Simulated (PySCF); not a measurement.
Adding and removing an electron: CsTe

PBE0; PySCF, scalar-relativistic core potentials, basis sets Cs def2-SVP with ECP46, Te def2-SVP with ECP28. Neutral (UKS): doublet (π ↑), Re = 3.497 Å, ωe = 107 cm⁻¹, De = 2.27 eV, HOMO -4.04 eV, LUMO -2.12 eV.

CsTe⁺ (UKS): triplet (π ↑↑), Re = 4.060 Å, ωe = 50.3 cm⁻¹, De = 0.32 eV to Cs⁺ + Te. The energies at the minima are -288.20924 hartree for CsTe and -287.99429 for CsTe⁺.

**Question.** Work out the adiabatic ionisation energy, without and with harmonic zero-point energies (1 hartree = 27.2114 eV, 1 eV = 8065.5 cm⁻¹), and the change of the bond length.

**Answer.** At PBE0: 0.21495 hartree = 5.849 eV between the minima; the zero-point term (50.3 − 107.0)/2 cm⁻¹ = -0.004 eV makes it 5.846 eV. Re changes by +56.3 pm against the neutral. The electron leaves a π orbital, and the ion is left as a loose complex of an ion and an atom.

Weak bonds: CsTe⁺. Basis-set superposition, not corrected here, can be much of De in a small basis, most of all at correlated wavefunction levels. These are scalar-relativistic numbers at best; spin–orbit coupling would shift them, the dissociation energy most. For an ion De counts to the pair picked by the measured ionisation energies or electron affinities, which need not be the lowest pair at this level. States were picked by a PBE0 search and need not be the measured ground states.
